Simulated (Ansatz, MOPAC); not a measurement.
Spectroscopic constants of MnH, multiplicity 7 (the spin of the measured ground state). No spin–orbit coupling. Mn is treated without relativity.

The constants come from a fifth-degree fit in 1/R (seven points, main isotopes). Runs in def2 and cc sets follow the lowest solution found near the PBE0 minimum.

Codes used: Ansatz (a quantum-chemistry and plane-wave program) with Gaussian orbitals; MOPAC for PM6, PM7 (differences of heats of formation). 

```tsv
level	r_e (Å)	ω_e (cm⁻¹)	α_e (cm⁻¹)	B_e (cm⁻¹)	D_e (eV)	dipole (D)
PM6	1.682	1534	0.45	6.02	-	-
PM7	1.787	1371	0.43	5.33	-	-
SVWN5/def2-TZVPP	1.700	1542	0.17	5.89	2.14	0.79
PBE/def2-TZVPP	1.715	1522	0.17	5.79	1.93	0.90
r2SCAN/def2-TZVPP	1.714	1562	0.15	5.80	2.16	1.16
B97M-V/def2-TZVPP	1.754	1462	0.15	5.54	2.02	1.48
B3LYP/def2-TZVPP	1.735	1505	0.16	5.66	1.68	1.20
PBE0/def2-TZVPP	1.727	1546	0.15	5.71	1.86	1.18
BHLYP/def2-TZVPP	1.751	1523	0.15	5.55	1.59	1.41
CAM-B3LYP/def2-TZVPP	1.728	1546	0.15	5.71	1.74	1.18
wB97X-V/def2-TZVPP	1.726	1573	0.14	5.72	1.78	1.15
wB97M-V/def2-TZVPP	1.729	1552	0.16	5.70	1.57	1.16
B2PLYP/def2-TZVPP	1.732	1535	0.16	5.68	-	-
CCSD/def2-TZVPP	1.733	1548	0.15	5.67	1.69	-
CCSD/def2-QZVPP	1.719	1615	0.18	5.76	1.78	-
CCSD(T)/def2-TZVPP	1.730	1544	0.16	5.69	1.65	-
CCSD(T)/def2-QZVPP	1.716	1615	0.18	5.79	1.74	-
CCSD(T)/CBS(def2-TZVPP, def2-QZVPP)	1.706	1670	0.19	5.85	-	-
```

D_e counts from each atom's lowest state at the same level, without counterpoise or zero-point energy.

Correlated levels freeze the inner cores; with def2 sets outer-core shells near the valence are correlated too. CBS: X⁻³ extrapolation of the correlation energy, Hartree–Fock from the larger set. The state that PM6, PM7 reach isn't checked; PM7 holds dispersion and hydrogen-bond terms.

Measured for the ground state: r_e 1.7311 Å, ω_e 1548 cm-1, ω_e x_e 28.8 cm-1, B_e 5.6841 cm-1, α_e 0.157 cm-1 [Huber and Herzberg (1979), NIST Chemistry WebBook]. D_0 2.563 ± 0.052 eV (a handbook's tabulated 298 K bond energy less 3RT/2; such tables hold older values) [Luo, bond dissociation energies, CRC Handbook].
